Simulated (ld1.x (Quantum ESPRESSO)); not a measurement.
# Sr (Z = 38): excitation energies, all-electron against TM

strontium, norm-conserving Troullier–Martins (Kleinman–Bylander form), made with ld1.x (Quantum ESPRESSO) 7.5 (PBE, scalar-relativistic). Core [Ar] 3d10 4s2, reference 4p6 4d0 5s0 5p0 (charge +2). Waves: 5s (bound, empty): rc 2.80 bohr; 4p (bound): rc 1.55 bohr; 4d (bound, empty): rc 2.95 bohr. Local part: the d channel. Core correction: none.

Energies are relative to the spin-unpolarised reference configuration 4p6 4d0 5s0 5p0; without spin polarisation the order of configurations can differ from experiment.

```json
{"valence configuration": "4p6 4d0 5s2 5p0", "charge": "0", "ΔE all-electron (eV)": "-16.892", "error AE − PS (meV)": "+59"}
{"valence configuration": "4p6 4d0 5s1 5p0", "charge": "+1", "ΔE all-electron (eV)": "-11.007", "error AE − PS (meV)": "+22"}
{"valence configuration": "4p6 4d0 5s1.5 5p0", "charge": "+0.5", "ΔE all-electron (eV)": "-14.553", "error AE − PS (meV)": "+42"}
{"valence configuration": "4p6 4d0.5 5s1.5 5p0", "charge": "0", "ΔE all-electron (eV)": "-15.746", "error AE − PS (meV)": "+55"}
{"valence configuration": "4p6 4d0 5s1 5p1", "charge": "0", "ΔE all-electron (eV)": "-14.593", "error AE − PS (meV)": "+19"}
{"valence configuration": "4p6 4d0 5s0 5p2", "charge": "0", "ΔE all-electron (eV)": "-12.185", "error AE − PS (meV)": "-19"}
```

Question: What are ΔE and the potential's error for 4p6 4d1 5s0 5p0?

Answer: ΔE = -9.243 eV all-electron; the error (AE − PS) is +17 meV.

Levels in the configuration 4p6 4d0 5s1 5p1:

| level | all-electron (eV) | pseudo (eV) |
| --- | --- | --- |
| 4p | -24.118 | -24.164 |
| 5s | -4.180 | -4.217 |
| 5p | -1.825 | -1.823 |

Note: ghost state, extra bound levels that the all-electron valence spectrum of the same l lacks: s at -36.2 eV. A true bound ghost makes a file unfit for plane-wave use.
